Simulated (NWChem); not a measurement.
Everything below was run with NWChem. System: H2Ge, charge 0, spin multiplicity 1, at a geometry optimised with B3LYP/def2-SVP. The structure started from a generated list of species. Level: G0W0@LDA (SVWN5)/def2-TZVP, RI basis def2-tzvp-rifit.

The NWChem input:

```
start mol
memory heap 200 mb stack 700 mb global 1700 mb
geometry units angstroms nocenter noautoz
  Ge     0.000000     0.000000     0.066351
  H     -1.142489     0.000000    -1.061618
  H      1.142489     0.000000    -1.061618
  symmetry group C2v
end
basis spherical
  * library def2-tzvp
end
basis "ri basis" bse spherical
  * library def2-tzvp-rifit
end
dft
  xc slater vwn_5
  iterations 100
  direct
  tolerances tight
end
task dft energy
gw
  states alpha occ 4 vir 2
end
task dft gw
```

NWChem printed:

```
             Northwest Computational Chemistry Package (NWChem) 7.3.0
             --------------------------------------------------------

                                NWChem Input Module
                                -------------------

 Scaling coordinates for geometry "geometry" by  1.889725989
 (inverse scale =  0.529177249)

 Turning off AUTOSYM since
 SYMMETRY directive was detected!

                             Geometry "geometry" -> ""
                             -------------------------

 Output coordinates in angstroms (scale by  1.889725989 to convert to a.u.)

  No.       Tag          Charge          X              Y              Z
 ---- ---------------- ---------- -------------- -------------- --------------
    1 Ge                  32.0000     0.00000000     0.00000000     0.06635100
    2 H                    1.0000    -1.14248900     0.00000000    -1.06161800
    3 H                    1.0000     1.14248900     0.00000000    -1.06161800

 Effective nuclear repulsion energy (a.u.)      21.3263105001

            Nuclear Dipole moment (a.u.)
            ----------------------------
        X                 Y               Z
 ---------------- ---------------- ----------------
     0.0000000000     0.0000000000    -0.0000075589

      Symmetry information
      --------------------

 Group name             C2v
 Group number             16
 Group order               4
 No. of unique centers     2

      Symmetry unique atoms

     1    2


 Summary of "ao basis" -> "" (spherical)
 ------------------------------------------------------------------------------
       Tag                 Description            Shells   Functions and Types
 ---------------- ------------------------------  ------  ---------------------
 *                         def2-tzvp                  on all atoms

 new library libraries.bse/

 Summary of "ri basis" -> "" (spherical)
 ------------------------------------------------------------------------------
       Tag                 Description            Shells   Functions and Types
 ---------------- ------------------------------  ------  ---------------------
 *                      def2-tzvp-rifit               on all atoms

                                 NWChem DFT Module
                                 -----------------

 Summary of "ao basis" -> "ao basis" (spherical)
 ------------------------------------------------------------------------------
       Tag                 Description            Shells   Functions and Types
 ---------------- ------------------------------  ------  ---------------------
 Ge                        def2-tzvp                16       48   6s5p4d1f
 H                         def2-tzvp                 4        6   3s1p

 Summary of "ao basis" -> "ao basis" (spherical)
 ------------------------------------------------------------------------------
       Tag                 Description            Shells   Functions and Types
 ---------------- ------------------------------  ------  ---------------------
 Ge                        def2-tzvp                16       48   6s5p4d1f
 H                         def2-tzvp                 4        6   3s1p

      Symmetry analysis of basis
      --------------------------

        a1         26
        a2          6
        b1         16
        b2         12

            General Information
            -------------------
          SCF calculation type: DFT
          Wavefunction type:  closed shell.
          No. of atoms     :     3
[...]
              MO Center=  6.8D-15,  1.4D-15,  6.6D-02, r^2= 2.6D+00
   Bfn.  Coefficient  Atom+Function         Bfn.  Coefficient  Atom+Function
  ----- ------------  ---------------      ----- ------------  ---------------
     6      0.384782  1 Ge s                 18      0.365823  1 Ge pz
    21      0.333370  1 Ge pz                 5      0.322223  1 Ge s
    12     -0.176024  1 Ge pz                50     -0.161378  2 H  s
    56     -0.161378  3 H  s                  4     -0.146844  1 Ge s
    51     -0.136272  2 H  s                 57     -0.136272  3 H  s

 Vector   18  Occ=0.000000D+00  E=-1.540819D-01  Symmetry=b2
              MO Center=  5.0D-15,  2.0D-15,  7.1D-03, r^2= 2.6D+00
   Bfn.  Coefficient  Atom+Function         Bfn.  Coefficient  Atom+Function
  ----- ------------  ---------------      ----- ------------  ---------------
    20      0.605385  1 Ge py                17      0.510153  1 Ge py
    11     -0.228194  1 Ge py                 8      0.087369  1 Ge py
    14     -0.046225  1 Ge py                38     -0.032089  1 Ge d -1

 Vector   19  Occ=0.000000D+00  E= 4.788907D-03  Symmetry=b1
              MO Center= -2.5D-15,  1.9D-16, -5.9D-02, r^2= 4.0D+00
   Bfn.  Coefficient  Atom+Function         Bfn.  Coefficient  Atom+Function
  ----- ------------  ---------------      ----- ------------  ---------------
    19      1.160045  1 Ge px                51      0.885368  2 H  s
    57     -0.885368  3 H  s                 16      0.318328  1 Ge px
    50      0.171653  2 H  s                 56     -0.171653  3 H  s
    10     -0.149065  1 Ge px                25      0.100514  1 Ge d  1
    49      0.088509  2 H  s                 55     -0.088509  3 H  s

 Vector   20  Occ=0.000000D+00  E= 2.003627D-02  Symmetry=a1
              MO Center=  9.9D-15, -2.7D-16, -4.8D-01, r^2= 5.0D+00
   Bfn.  Coefficient  Atom+Function         Bfn.  Coefficient  Atom+Function
  ----- ------------  ---------------      ----- ------------  ---------------
     6      1.323672  1 Ge s                 51     -1.288867  2 H  s
    57     -1.288867  3 H  s                 21     -1.234628  1 Ge pz
     5      0.373406  1 Ge s                 18     -0.255194  1 Ge pz
     4     -0.162114  1 Ge s                  3     -0.122509  1 Ge s
    12      0.119782  1 Ge pz                39      0.077202  1 Ge d  0

 center of mass
 --------------
 x =   0.00000000 y =   0.00000000 z =   0.06880630

 moments of inertia (a.u.)
 ------------------
           8.915047517175           0.000000000000           0.000000000000
           0.000000000000          18.310481581557           0.000000000000
           0.000000000000           0.000000000000           9.395434064383

     Multipole analysis of the density
     ---------------------------------

     L   x y z        total         alpha         beta         nuclear
     -   - - -        -----         -----         ----         -------
     0   0 0 0     -0.000000    -17.000000    -17.000000     34.000000

     1   1 0 0     -0.000000     -0.000000     -0.000000      0.000000
     1   0 1 0      0.000000      0.000000      0.000000      0.000000
     1   0 0 1      0.067103      0.033555      0.033555     -0.000008

     2   2 0 0    -15.269498    -12.295992    -12.295992      9.322486
     2   1 1 0     -0.000000     -0.000000     -0.000000      0.000000
     2   1 0 1      0.000000      0.000000      0.000000      0.000000
     2   0 2 0    -12.209313     -6.104656     -6.104656      0.000000
     2   0 1 1     -0.000000     -0.000000     -0.000000      0.000000
     2   0 0 2    -16.378831    -12.465665    -12.465665      8.552499

 Task  times  cpu:        5.4s     wall:        5.4s

                                NWChem Input Module
                                -------------------

                                 NWChem GW Module
                                 ----------------

                             ***********************
                             ***        GW       ***
                             ***********************

 Summary of "ri basis" -> "ri basis" (spherical)
 ------------------------------------------------------------------------------
       Tag                 Description            Shells   Functions and Types
 ---------------- ------------------------------  ------  ---------------------
 Ge                     def2-tzvp-rifit             37      159   10s9p8d5f4g1h
 H                      def2-tzvp-rifit              7       15   4s2p1d

                 Memory Information
                 ------------------
          Available GA per process is          1700.0 MBs
          Available stack per process is        700.0 MBs
          Available heap per process is           0.0 MBs

          Peak memory in Initialization
              Peak GA per process is                  1.9 MBs
              Peak stack per process is               0.0 MBs
              Peak heap per process is                2.2 MBs
              Memory not in MA per process            0.0 MBs

          Peak memory in AFF Calculation
              Peak GA per process is                  6.7 MBs
              Peak stack per process is               4.1 MBs
              Peak heap per process is                0.0 MBs
              Memory not in MA per process            4.1 MBs

          Computing 2-center integrals
          Computing Inverse Cholesky factor
          Computing 3-center integrals
          Computing V_xc ...

          Computing Sigma_x
          Computing RPA polarizability
          Solving quasiparticle equations

                  Alpha Orbitals
          State     Energy (eV)     Error (eV)
          -----------------------------------
@GW        14        -35.070           0.002
@GW        15        -14.496           0.005
@GW        16        -10.981           0.002
@GW        17         -9.093           0.002
@GW        18         -0.705           0.002
@GW        19          3.104           0.002

   Applying  -3.1123 eV scissor-shift to rest of particle states

   Applying   3.4881 eV scissor-shift to rest of hole states

     GW Timing Statistics
   ------------------------
   Init.   :          0.2s
     ERIs  :          0.3s
     Distr.:          0.0s
     Vxc   :          0.1s
   Sigma_x :          0.0s
   RPA     :          0.1s
   Wmn     :          0.0s
   Sigma_c :          0.0s
   GW total:          0.7s

 Task  times  cpu:        0.7s     wall:        0.7s

 Total times  cpu:        6.2s     wall:        6.2s
```
